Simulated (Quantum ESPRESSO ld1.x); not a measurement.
Charge is removed step by step from the 1s level of neutral oxygen, starting from [He] 2s2 2p4. All-electron calculation, non-relativistic Kohn-Sham, PBEsol, spin-unpolarised, spherical densities, point nucleus. Program: ld1.x of Quantum ESPRESSO 7.5.

removed (e)  E - E(0) (eV)  eigenvalue (eV)  E minus straight line (eV)
0                    0.000          -512.34                       0.000
0.1                 51.624          -520.15                      -3.604
0.2                 104.03          -528.03                      -6.423
0.3                 157.23          -535.98                      -8.450
0.4                 211.23          -543.99                      -9.680
0.5                 266.03          -552.06                     -10.105
0.6                 321.64          -560.19                      -9.720
0.7                 378.07          -568.35                      -8.521
0.8                 435.32          -576.55                      -6.503
0.9                 493.38          -584.78                      -3.663
1                   552.27          -593.03                       0.000

Removing the whole electron costs 552.27 eV by Delta-SCF, against 512.34 eV from minus the eigenvalue at the starting occupation. Slater's transition state (half an electron removed) gives 552.06 eV. Integrating minus the eigenvalue over the occupation (Janak's theorem) gives 552.27 eV. The mean slope of the eigenvalue, de/dn, is 80.7 eV per electron.
